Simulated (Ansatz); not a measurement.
RuPt₂⁻, relaxed as a quartet with UKS r2SCAN-D4/def2-TZVPD in Ansatz, starting from the r2SCAN-D4/def2-TZVPD geometry of the charge -1 doublet. Force threshold 0.02 eV/Å.

In the def2 sets Pt, Ru take a core potential; there is no spin–orbit coupling. The charge -1 quartet is spin-contaminated (final ⟨S²⟩ up to 4.29, 3.75 for a pure state). The highest occupied level of the charge -1 quartet lies above zero (up to 0.56 eV). It is a level of β spin, whose loss leaves a quintet; that state wasn't run at this geometry and level. The electron is either unbound and held by the finite basis, or the level is raised by self-interaction error. The relaxation made no stability test and no search for a lower SCF solution. The structure comes from a short search, and lower isomers may exist.

Start:

```tsv
atom	x (Å)	y (Å)	z (Å)
Pt1	0.733	0.702	1.063
Pt2	-0.487	0.586	-1.257
Ru3	-0.247	-1.288	0.194
```

```csv
step,energy (eV),largest force component (eV/Å),SCF passes
1,-9081.9948,0.100,206
2,-9081.9961,0.025,106
3,-9081.9962,0.003,71
```

Force components are those of the run's own axes.

End:

Cartesian coordinates in Å:
```
Pt 0.7341 0.6954 1.0685
Pt -0.4909 0.5879 -1.2667
Ru -0.2432 -1.2833 0.1982
```

By distances, no bond broke or formed. The bond that changes most is Pt1–Pt2, from 2.62 to 2.64 Å (atoms count from 1).

No frequencies were taken in this run, so the end may be a saddle point.

Hardware: 4 threads of Intel Xeon 6975P-C on a shared host. Wall time 16 s.
